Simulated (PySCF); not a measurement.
Compound: CH₉FNSi₄ (doublet state).
Atom-mapped SMILES: `[F:1][SiH:2][Si@@H:3]1[CH2:4][SiH2:5][N:6]1[SiH3:7]` (hydrogens: H8 on Si2; H9 on Si3; H10, H11 on C4; H12, H13 on Si5; H14, H15, H16 on Si7)

Cartesian coordinates in Å at the GFN2-xTB level; atoms count from 1:
```xyz
16
CH9FNSi4 angstrom
F      3.379    1.116   -1.629
Si     1.775    0.818   -1.806
Si     1.148   -0.123    0.165
C      0.665   -1.974    0.034
Si    -1.149   -1.462    0.305
N     -0.586    0.194    0.328
Si    -1.462    1.646    0.629
H      1.397    2.160   -2.274
H      1.754    0.147    1.488
H      0.868   -2.459   -0.917
H      1.074   -2.613    0.810
H     -2.055   -1.690   -0.818
H     -1.737   -1.873    1.578
H     -0.742    2.719   -0.066
H     -2.812    1.462    0.095
H     -1.524    1.941    2.066
```

The hyperfine couplings belong to this conformer and change with its torsions.

Method: PySCF, UKS B3LYP, pcH-1 on C F H N Si, non-relativistic, mean-field spin-orbit, GIAO. One conformer (not necessarily the lowest) at the GFN2-xTB geometry, without solvent, vibrations or thermal averaging. Couplings are sensitive to structure, and on GFN2-xTB geometries they can be far from those on DFT ones, by a factor of two or more for some ions and for spin on atoms past the first row.

Count the α and β electrons and give S(S+1).

87 electrons with 2S = 1: 44 α and 43 β; S(S+1) = 0.75.

Mulliken spin populations, one withheld:

```csv
atom,bound to,population
F1,Si2,+0.0482
Si2,"F1, Si3, H8",?
Si3,"Si2, C4, N6, H9",+0.0556
C4,"Si3, Si5, H10, H11",-0.0031
Si5,"C4, N6, H12, H13",+0.0035
N6,"Si5, Si7, Si3",+0.0031
Si7,"N6, H14, H15, H16",+0.0009
H8,Si2,+0.0314
H9,Si3,+0.0365
H10,C4,+0.0015
H11,C4,+0.0005
H12,Si5,-0.0002
H13,Si5,+0.0010
H14,Si7,+0.0006
H15,Si7,0.0000
H16,Si7,-0.0002
```

Complete the table.

1 − (0.1793) gives +0.821, since all populations sum to 2S.

How is the spin shared among the elements?

Silicon +0.88, hydrogen +0.07, fluorine +0.05, nitrogen 0.00, carbon 0.00. The positive populations sum to 1.00, the negative ones to 0.00.

With ⟨S²⟩ = 0.7523, find the sum of squared α–β overlaps and estimate the admixture of higher spin.

For a single determinant ⟨S²⟩ = S(S+1) + Nβ − Σ|⟨iα|jβ⟩|², so the squared overlaps of occupied orbitals sum to 43 − 0.0023 = 42.9977. If the quartet state (S + 1) were the only admixture, its weight would be 0.0023/(2S + 2) = 0.08 %.

What Fermi-contact NMR shifts do the couplings of C4, Si5, N6, Si7, H13 imply at 350 K (Curie law, g = gₑ)?

δ = a_FC·h·gₑ μB S(S+1)/(3 g_N μN kT), with k/h = 20836.6 MHz/K:

```
nuclei  isotope  a_FC (MHz)      g_N  contact shift (ppm)
    C4      13C        2.81   1.4048                 +252
   Si5     29Si       -1.92  -1.1106                 +218
    N6      14N        2.02   0.4038                 +631
   Si7     29Si       -1.59  -1.1106                 +180
   H13       1H        0.79   5.5857                  +18
```

The sign follows the spin density at the nucleus: positive density means a positive shift.

Hardware: Arm Neoverse V1, one thread, no GPU, on a shared host. Cost: 2.8 min of wall time (with the writing of density and orbital grids), 1.1 GiB resident at most.
